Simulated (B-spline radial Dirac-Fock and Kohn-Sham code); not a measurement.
**C⁴⁺: input and output of one calculation**

ΔSCF core binding energies without Breit or QED terms, calculated with a B-spline atomic structure program.

Input (task.json):

```json
{"items": [{"Z": 6, "q": 4, "cfg": [[1, 0, 2]], "A": 12, "rrms": 2.4702, "do": "settings", "holes": ["K", "L3", "M5"],
  "settings": [{"rel": "dirac", "method": "hf", "nuc": "fermi", "radius_factor": 1.0, "rmax": 45.0, "h": 0.5, "order": 8, "points": 10, "c_factor": 1.0, "maxit": 60, "damp": 0.5, "ndamp": 3, "tol": 1e-08}]}]}
```

Command: `python xray2_run.py task.json out`

Ground-state iterations:

```
iter   energy (Ha)        error
   1      -32.10037219  9.72e-01
   2      -32.37561880  2.34e-02
   3      -32.37583235  1.24e-02
   4      -32.37589152  6.51e-03
   5      -32.37591412  3.38e-04
   6      -32.37591419  1.08e-05
   7      -32.37591419  1.52e-07
```

The ground state converged in 7 iterations, with total energy -32.37591 Ha, virial ratio 1.99908 and highest orbital energy -392.47 eV. ΔSCF binding energies: K (1s) 391.0 eV. Holes are computed only in closed shells, and unreliable hole states are left out.
